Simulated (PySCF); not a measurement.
**LDA on Zr (zirconium, neutral)**

Configuration: [Kr] 4d2 5s2, high-spin 3F determinant. Computed with PySCF 2.14 in ANO-RCC-VTZP (7s6p4d2f1g, 68 functions), with the spin-free X2C one-electron Hamiltonian (Gaussian nucleus).

| Quantity | Value |
| --- | --- |
| Total energy | -3593.69 hartree |
| One-electron energy | -4964.62 hartree |
| Hartree (Coulomb) energy | 1481.47 hartree |
| Exchange-correlation energy | -110.53 hartree |
| ⟨S²⟩ | 2.0032 |
| ⟨L²⟩ | 12.002 |
| Sum of ⟨r⟩ | 32.06 bohr |
| Sum of ⟨r²⟩ | 65.06 bohr² |
| Langevin diamagnetic susceptibility | -51.5 ×10⁻⁶ cm³/mol |

| shell | electrons | mean orbital energy (eV) | spread (eV) | rms radius, mean of both spins (bohr) |
| --- | --- | --- | --- | --- |
| 1s β | 1 | -17771.8 | 0 | 0.0426 |
| 1s α | 1 | -17771.8 | 0 | 0.0426 |
| 2s α | 1 | -2464.5 | 0 | 0.176 |
| 2s β | 1 | -2464.4 | 0 | 0.176 |
| 2p α | 3 | -2200.5 | 0 | 0.157 |
| 2p β | 3 | -2200.4 | 0 | 0.157 |
| 3s α | 1 | -403.29 | 0 | 0.492 |
| 3s β | 1 | -403.19 | 0 | 0.492 |
| 3p α | 3 | -317.16 | 0 | 0.499 |
| 3p β | 3 | -317.06 | 0 | 0.499 |
| 3d α | 5 | -175.10 | 0.023 | 0.498 |
| 3d β | 5 | -174.96 | 0.135 | 0.498 |
| 4s α | 1 | -54.759 | 0 | 1.29 |
| 4s β | 1 | -53.900 | 0 | 1.29 |
| 4p α | 3 | -32.834 | 0 | 1.47 |
| 4p β | 3 | -31.865 | 0 | 1.47 |
| 5s α | 1 | -4.798 | 0 | 3.96 |
| 4d α | 2 | -4.254 | 0 | 2.52 |
| 5s β | 1 | -4.212 | 0 | 3.96 |

Densities and radii are taken from the X2C orbitals without a picture-change correction, which distorts them close to the nucleus.
